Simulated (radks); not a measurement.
Trend from Rb to Xe: ionisation energy by Delta-SCF between NIST ground configurations, and size. All-electron calculation, scalar-relativistic Kohn-Sham, r2SCAN, spin-polarised, spherical densities, finite nucleus; open shells are filled with parallel spins first (spin-orbit coupling, left out, can overturn this in heavy ions); meta-GGA in the generalised Kohn-Sham scheme; Fermi nuclear charge, rms radius of each element as measured or else 0.836 A^(1/3) + 0.57 fm. Program: a radial shooting solver on a logarithmic mesh with Libxc functionals.

species,configuration,configuration of the ion,IE (eV),NIST (eV),kind,-e(HOMO) (eV),outermost,<r> outermost (bohr),r at 0.001 e/bohr^3 (bohr)
Rb,[Kr] 5s1,[Kr],4.090,4.177,exp.,2.495 (5s),5s,5.22,4.57
Sr,[Kr] 5s2,[Kr] 5s1,5.427,5.695,exp.,3.580 (5s),5s,4.41,5.31
Zr,[Kr] 4d2 5s2,[Kr] 4d2 5s1,6.123,6.634,exp.,4.111 (5s),5s,3.96,5.11
Nb,[Kr] 4d4 5s1,[Kr] 4d4,7.181,6.759,exp.,3.851 (4d),5s,3.56,4.75
Mo,[Kr] 4d5 5s1,[Kr] 4d5,7.478,7.092,exp.,4.819 (4d),5s,3.42,4.62
Tc,[Kr] 4d5 5s2,[Kr] 4d5 5s1,6.543,7.119,exp.,4.344 (5s),5s,3.65,4.78
Ru,[Kr] 4d7 5s1,[Kr] 4d7,7.703,7.361,exp.,3.457 (4d),5s,3.25,4.46
Rh,[Kr] 4d8 5s1,[Kr] 4d8,7.740,7.459,exp.,4.831 (4d),5s,3.20,4.39
Pd,[Kr] 4d10,[Kr] 4d9,8.926,8.337,exp.,4.022 (4d),4d,1.58,4.05
Ag,[Kr] 4d10 5s1,[Kr] 4d10,7.791,7.576,exp.,4.961 (5s),5s,3.13,4.25
Cd,[Kr] 4d10 5s2,[Kr] 4d10 5s1,8.856,8.994,exp.,5.849 (5s),5s,2.89,4.39
In,[Kr] 4d10 5s2 5p1,[Kr] 4d10 5s2,5.487,5.786,exp.,2.870 (5p),5p,3.63,4.64
Sn,[Kr] 4d10 5s2 5p2,[Kr] 4d10 5s2 5p1,7.511,7.344,exp.,4.398 (5p),5p,3.17,4.71
Sb,[Kr] 4d10 5s2 5p3,[Kr] 4d10 5s2 5p2,9.315,8.608,exp.,5.827 (5p),5p,2.85,4.65
Te,[Kr] 4d10 5s2 5p4,[Kr] 4d10 5s2 5p3,8.402,9.010,exp.,5.158 (5p),5p,2.70,4.59
I,[Kr] 4d10 5s2 5p5,[Kr] 4d10 5s2 5p4,10.652,10.451,exp.,6.931 (5p),5p,2.48,4.50
Xe,[Xe],[Kr] 4d10 5s2 5p5,12.665,12.130,exp.,8.585 (5p),5p,2.30,4.39

Reference values: NIST Atomic Spectra Database (exp. = measured, semi-emp. = semi-empirical, theory = theoretical value adopted there). Open shells are spherical and high-spin; term and fine-structure splittings are not resolved. Spin-orbit splitting is averaged out at the scalar-relativistic level.
